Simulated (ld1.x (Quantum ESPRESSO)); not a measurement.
Before and after: ultrasoft potential for Ti (Z = 22)

ld1.x (Quantum ESPRESSO) 7.5 input, shortened:

```
&input
   title='Ti', zed=22., rel=1, dft='PBE', iswitch=3,
   config='[Ar] 3d2 4s2 4p0'
 /
 &inputp
   pseudotype=3, tm=.true., lloc=-1, rcloc=1.95,
   nlcc=.true.,
   which_augfun='PSQ', rmatch_augfun=1.65
 /
6
3S  1  0   2.00   0.00  1.45  1.70  0.0
4S  2  0   2.00   0.00  1.45  1.70  0.0
3P  2  1   6.00   0.00  1.65  2.10  0.0
4P  3  1   0.00   0.00  1.65  2.10  0.0
3D  3  2   2.00   0.00  1.45  1.90  0.0
3D  3  2   0.00   3.75  1.45  1.90  0.0
 &test
   configts(1)='3s2 3p6 3d2 4s2 4p0'
 /
```

All-electron outer shells of the reference configuration (PBE, scalar-relativistic, ld1.x):

| shell | level (eV) | outermost node (bohr) | outermost maximum (bohr) |
| --- | --- | --- | --- |
| 2s | -536.94 | 0.09 | 0.27 |
| 2p | -444.26 | – | 0.22 |
| 3s | -62.63 | 0.40 | 0.87 |
| 3p | -38.86 | 0.37 | 0.90 |
| 4s | -4.47 | 1.24 | 2.92 |
| 3d | -4.26 | – | 0.98 |
| 4p | -1.47 | 1.39 | 3.80 |

Change: waves 3s (bound): rcut 1.06, rcutus 1.12 bohr; 4s (bound): rcut 1.06, rcutus 1.12 bohr.

Cutoffs: the cutoffs (Ry, on a coarse ladder) from which the occupation-weighted sum of valence levels, in a spherical-Bessel basis at the reference potential, stays within 10 and 1 mRy of its value at 400 Ry; they do not see the model core or the augmentation charge, which bear on the density cutoff. Errors are all-electron minus pseudo energies relative to the spin-unpolarised reference configuration.

Q: What does the change do?

A: The potential gets harder (30 Ry and 45 Ry → 30 Ry and 55 Ry); the number of tests that count goes from 6 to 7; of the 6 tests that both files solve, the error grows in 1 and shrinks in 4 by more than 15 % and 0.3 meV (median size 24.7 → 12.8 meV); the range in which the s phases agree widens (upper end 2.5 → at the end of the scan); neither file shows a bound ghost at the reference potential, the only one tested. A smaller radius makes the pseudo-wave follow the all-electron one further in, where it bends more sharply, so more plane waves are needed.

```tsv
quantity	base	changed
cutoff, loose	30 Ry	30 Ry
cutoff, tight	45 Ry	55 Ry
loose cutoff by channel (10 mRy a level)	s 25 Ry, p 15 Ry, d 25 Ry	s 21 Ry, p 15 Ry, d 25 Ry
bound ghosts	none	none
tests counted (converged, no solver errors)	6 of 7	7 of 7
error for 3s2 3p6 3d2 4s1 4p0, meV [ΔE 7.35 eV]	-2.7	-0.4
error for 3s2 3p6 3d2 4s0 4p0, meV [ΔE 20.92 eV]	-29	-3.2
error for 3s2 3p6 3d1 4s0 4p0, meV [ΔE 47.87 eV]	+59	+91
error for 3s2 3p6 3d3 4s0 4p0, meV [ΔE 7.39 eV]	-20	+22
error for 3s2 3p6 3d2 4s0 4p2, meV [ΔE 6.29 eV]	-174	-91
error for 3s2 3p6 3d2 4s1.5 4p0, meV [ΔE 2.94 eV]	-0.4	-0.1
s: phases at 2.29 bohr within 0.05 rad from the reference energy up to (Ry; the scan ends near 5)	2.5	to the end of the scan
p: phases at 2.29 bohr within 0.05 rad from the reference energy up to (Ry; the scan ends near 5)	1.1	1.1
d: phases at 2.29 bohr within 0.05 rad from the reference energy up to (Ry; the scan ends near 5)	to the end of the scan	to the end of the scan
lowest overlap eigenvalue by channel	s 0.03, p 0.10, d 0.89	s 0.29, p 0.10, d 0.89
```

Base: Tests not counted: 3s2 3p6 3d0 4s0 4p0 (solver errors, printed error -686 eV).
